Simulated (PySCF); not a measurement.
# Two-component Hartree-Fock for Hg⁶⁸⁺ (mercury, charge +68)

Start: [Ne] 3s2. Calculated with PySCF 2.14 in an even-tempered Gaussian basis (17 s from 8.4 bohr⁻², ratio 2.6; 14 p from 11 bohr⁻², ratio 2.6; 6 d from 11 bohr⁻², ratio 2.8; 4 f from 150 bohr⁻², ratio 2.8): generalised Hartree-Fock with the X2C-1e Hamiltonian and a Gaussian nucleus; spin-orbit coupling (SO) screened by Boettger's factors.

```tsv
spinor shell	electrons	ε, screened SO (eV)	weight of nominal j (screened SO)	rms radius, screened SO (bohr)
1s1/2	2	-89708.4	1.000	0.0187
2s1/2	2	-20772.0	1.000	0.0743
2p1/2	2	-20209.7	1.000	0.0628
3s1/2	2	-8473.9	1.000	0.178
```

Where does 2p3/2 lie, and what is the 2p spin-orbit splitting (screened SO)?

At -18200.0 eV, 2009.7 eV above 2p1/2.

```
   quantity   screened SO
E (hartree)  -13803.94029
        M_J             0
       ⟨J²⟩         0.000
       ⟨L²⟩         0.049
       ⟨S²⟩         0.049
```

Breit and QED terms are absent; they matter most for the inner s and p1/2 levels.

Densities and radii are taken from the X2C orbitals without a picture-change correction, which distorts them close to the nucleus.
